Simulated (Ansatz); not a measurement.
Relaxation of Ge$_{2}$H$_{7}$PS (11 atoms, charge 0, multiplicity 1), to a largest force component of 0.015 eV/Å in at most 40 steps.

Level of theory: RKS PBE-D4/def2-SVP in Ansatz 0.2.0.

```xyz
11
Properties=species:S:1:pos:R:3
S -0.228 2.582 0.110
P -0.576 1.175 1.668
Ge 0.706 -0.404 0.656
Ge -0.337 -1.305 -1.226
H -1.199 1.975 -0.763
H 0.507 1.710 2.490
H 2.095 0.243 0.208
H 1.079 -1.521 1.677
H 0.459 -2.411 -1.824
H -1.764 -1.910 -0.738
H -0.676 -0.192 -2.238
```

Question: Where does it end, and by what steps?

Answer: The forces met the threshold. The force dipped under the threshold on the way, but the program's further checks kept it going. After 24 steps the energy has fallen by 0.418 eV; H5 moved furthest, 1.11 Å.

```tsv
step	energy less start (eV)	largest force component (eV/Å)	accepted
0	0.0000	2.140	yes
1	-0.3179	0.401	yes
2	-0.3556	0.145	yes
3	-0.3723	0.207	yes
4	-0.3776	0.674	yes
5	-0.4012	0.130	yes
6	-0.4065	0.115	yes
7	-0.4083	0.020	yes
8	-0.4073	0.291	no
9	-0.4081	0.042	no
10	-0.4089	0.017	yes
11	-0.4093	0.136	yes
12	-0.4100	0.097	yes
13	-0.4106	0.053	yes
14	-0.4115	0.013	yes
15	-0.4111	0.176	no
16	-0.4131	0.030	yes
17	-0.4140	0.084	yes
18	-0.4147	0.093	yes
19	-0.4160	0.074	yes
20	-0.4165	0.113	yes
21	-0.4174	0.083	yes
22	-0.4183	0.011	yes
23	-0.4184	0.007	yes
24	-0.4185	0.009	yes
```

```xyz
11
Properties=species:S:1:pos:R:3
S -0.603 2.396 -0.124
P -0.472 1.127 1.633
Ge 0.937 -0.507 0.680
Ge -0.272 -1.319 -1.276
H -1.965 2.440 -0.109
H 0.584 1.863 2.283
H 2.321 0.084 0.286
H 1.165 -1.629 1.736
H 0.112 -2.796 -1.570
H -1.796 -1.253 -0.994
H 0.054 -0.463 -2.524
```

The run took 61 s on 2 threads of Arm Neoverse V2, with other jobs on the host, peak memory 0.21 GiB.
